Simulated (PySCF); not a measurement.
A structure optimised at B3LYP-D3(BJ)/def2-SVP, used in a PySCF frequency run:

```
C
H 1 1.1027
O 1 1.4637 2 107.00
C 3 1.3491 1 113.69 2 -121.29
C 4 1.3494 3 122.55 1 1.88
H 5 1.0900 4 120.46 3 179.56
H 4 1.0952 3 111.36 1 -178.16
Si 5 1.8514 6 131.57 4 179.66
H 8 1.4938 5 116.93 6 -64.35
H 8 1.4943 9 107.10 5 -132.61
Si 1 1.8981 2 109.68 3 115.73
H 11 1.4897 1 108.88 2 -178.69
H 11 1.4903 12 109.49 1 -121.54
H 11 1.4931 12 109.43 13 -119.95
```
Charge 0, spin multiplicity 1.

Write its SMILES and formula.

[SiH3][C@H]1OC=C[SiH2]1, C3H8OSi2

What are its rotational constants (standard atomic weights)?

3.7838, 1.8442, 1.3942 GHz
